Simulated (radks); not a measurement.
The nuclear charge of neutral mercury is varied continuously with 80 electrons held in [Hg]. Method: scalar-relativistic Kohn-Sham, PBEsol, spin-unpolarised, spherical densities, point nucleus; computed with a radial shooting solver on a logarithmic mesh with Libxc functionals. By the Hellmann-Feynman theorem dE/dZ = E(electron-nucleus)/Z, the electronic potential at the nucleus. The scalar-relativistic energy here is not variational (the density holds large components alone), so the two differ by a part that grows with Z.

Z     E (hartree)  E(electron-nucleus)/Z (hartree)  HOMO  e(HOMO) (eV)  <r> HOMO (bohr)
79.8  -19494.2378                         -608.649    6s        -5.195            2.763
79.9  -19555.7313                         -609.849    6s        -6.020            2.721
80    -19617.3475                         -611.049    6s        -6.867            2.681
80.1  -19679.0866                         -612.250    6s        -7.734            2.644
80.2  -19740.9487                         -613.451    6s        -8.621            2.609
80.3  -19802.9338                         -614.653    6s        -9.528            2.575
80.4  -19865.0419                         -615.855    6s       -10.453            2.543
80.5  -19927.2733                         -617.058    6s       -11.397            2.513
80.6  -19989.6279                         -618.262    6s       -12.359            2.483
80.7  -20052.1058                         -619.467    6s       -13.338            2.455
80.8  -20114.7071                         -620.672    6s       -14.335            2.428
80.9  -20177.4319                         -621.878    6s       -15.348            2.403
81    -20240.2803                         -623.085    6s       -16.377            2.378

The central difference of E at Z = 80 is -616.777 hartree, to compare with the third column; the second derivative is -12.3 hartree.
